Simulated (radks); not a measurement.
Values are calculated unless marked as measured or tabulated.
Polarisability of the ruthenium ion Ru2+, [Kr] 4d6, at imaginary frequency. Level of theory: non-relativistic Kohn-Sham, LB94 model potential, spin-polarised, spherical densities, point nucleus; open shells are filled with parallel spins first (spin-orbit coupling, left out, can overturn this in heavy ions); relativity is left out, which matters for an element this heavy (a radial shooting solver on a logarithmic mesh with Libxc functionals). Response by self-consistent Sternheimer equations with the Hartree and adiabatic LDA kernel.

w (hartree)  alpha1(iw) (bohr^3)
0.00266                    7.623
0.0143                     7.620
0.0360                     7.603
0.0697                     7.549
0.118                      7.416
0.186                      7.144
0.280                      6.664
0.413                      5.937
0.605                      4.987
0.892                      3.885
1.35                       2.722
2.12                       1.630
3.59                      0.7775
6.94                      0.2756
17.5                     0.06476

Static values: alpha1 = 7.623 bohr^3 (1.130 angstrom^3; uncoupled 11.21). C6 = 40.85, triple-dipole C9 = 214.5 atomic units. One-pole (London) frequency 4 C6 / (3 alpha1^2) = 0.937 hartree, against 1.147 for minus the highest occupied eigenvalue.
